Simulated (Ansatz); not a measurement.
```xyz
18

C     1.4100    0.0000    0.0000
C     0.7050    1.2211    0.0000
C    -0.7050    1.2211    0.0000
C    -1.4100    0.0000    0.0000
C    -0.7050   -1.2211    0.0000
C     0.7050   -1.2211    0.0000
C     2.8200    0.0000    0.0000
H     3.3700    0.9300    0.0000
H     3.3700   -0.9300    0.0000
H     1.2475    2.1607    0.0000
C    -1.4100    2.4422    0.0000
H    -2.4904    2.4535    0.0000
H    -0.8796    3.3835    0.0000
H    -2.4950    0.0000    0.0000
C    -1.4100   -2.4422    0.0000
H    -0.8796   -3.3835    0.0000
H    -2.4904   -2.4535    0.0000
H     1.2475   -2.1607    0.0000
```

Basis set: def2-TZVP (spherical functions). Charge 0, multiplicity 2.

Computed with Ansatz (development build ahead of 0.2.0); each method stands on the lowest determinant of its kind that the runs found. Restricted functionals stand beside restricted open-shell atoms, which can lie above the unrestricted atoms usual in DFT and then raise those values.

Give the atomization energy at this shape (free ground-state atoms in the same class of orbitals less the molecule, no zero-point energy) of doublet C₉H₉ by ωB97X (restricted open-shell), PBE0 (unrestricted), PBE0 (restricted open-shell).

| method | atomization energy |
| --- | --- |
| ωB97X (restricted open-shell) | 83.76 eV |
| PBE0 (unrestricted) | 86.41 eV |
| PBE0 (restricted open-shell) | 85.45 eV |

Caution: another spin multiplicity may lie lower. Caution for PBE0 (unrestricted): the unrestricted determinant is a mixture of spin states. Caution for PBE0 (restricted open-shell): an unrestricted determinant lies well below.

The shape needn't be a minimum at these levels.
